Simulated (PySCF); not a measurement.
A structure optimised at PBE-D3(BJ)/def2-SVP, used in a PySCF frequency run:

```xyz
5

Cl     0.0000     0.0000     2.7821
Sn     0.0000     0.0000     0.4179
I     -2.2221     1.2830    -0.4289
I      0.0000    -2.5659    -0.4289
I      2.2221     1.2830    -0.4289
```
Charge 0, spin multiplicity 1.

### Question
Write its SMILES, formula and point group.

### Answer
[Cl][Sn]([I])([I])[I], ClI₃Sn, C3v

### Question
What are its rotational constants (standard atomic weights)?

### Answer
0.31235, 0.31235, 0.20162 GHz
